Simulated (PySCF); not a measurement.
Vertical excitations of a molecule C5H5Cl from TDDFT-CAM-B3LYP/def2-SVPD (PySCF), as energy in eV (oscillator strength): 4.72 (0.000), 5.66 (0.739), 5.68 (0.160), 6.81 (0.405), 6.87 (0.053), 6.96 (0.006), 7.00 (0.056), 7.33 (0.015), 7.42 (0.001), 7.48 (0.008). Lowest triplet (TDA): 3.16 eV. Coordinates come from a PBE0-D3(BJ)/def2-SVP optimisation. Other conformers were not sampled.

Which molecule gave these data?
A) C=CC=C=CCl
B) C=C=C/C=C/Cl
C) ClC1=CCC=C1
D) C=C=CC(=C)Cl

A, C=CC=C=CCl
